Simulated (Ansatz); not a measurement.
**Ligand exchange: C3H9BO + AuSH → C3H9BS + AuOH**

Species: C3H9BO `CC(C)BO`, singlet; AuSH `[SH][Au]`, singlet; C3H9BS `CC(C)BS`, singlet; AuOH `[OH][Au]`, singlet. The partners trade OH for SH: B–OH and Au–SH bonds give way to B–SH and Au–OH.

Shapes, held fixed at every level: PBE0-D4/def2-TZVP. Flexible molecules stand in one conformer, not always the lowest. Programs: Ansatz 0.2.0. The zero-point and thermal change to 298 K, harmonic and unscaled (PBE0-D4/def2-TZVP), is -3.5 kJ/mol.

```csv
level,kind,ΔH(298 K) (kJ/mol),less CCSD(T)/def2-TZVPP
HF/def2-TZVPP,Hartree–Fock,+212.2,+22.2
PBE-D4/def2-TZVPP,GGA,+177.9,-12.1
PBE0-D4/def2-TZVPP,global hybrid,+190.9,+0.9
wB97M-V/def2-TZVPP,range-separated hybrid,+191.6,+1.6
B2PLYP/def2-TZVPP,double hybrid,+191.4,+1.4
MP2/def2-SVP,perturbation theory,+202.7,+12.7
MP2/def2-TZVPP,perturbation theory,+198.0,+8.0
CCSD(T)/def2-TZVPP,coupled cluster or CI,+190.0,0.0
```

The highest level, CCSD(T)/def2-TZVPP, gives ΔH(298 K) = +190.0 kJ/mol; the levels span +177.9 to +212.2. The column of differences is taken from that level and isn't an error. No measured value is set beside it here. For atoms past krypton def2 sets carry core potentials with scalar relativity. Outer-core shells of Au are correlated, in sets that cover them unevenly.
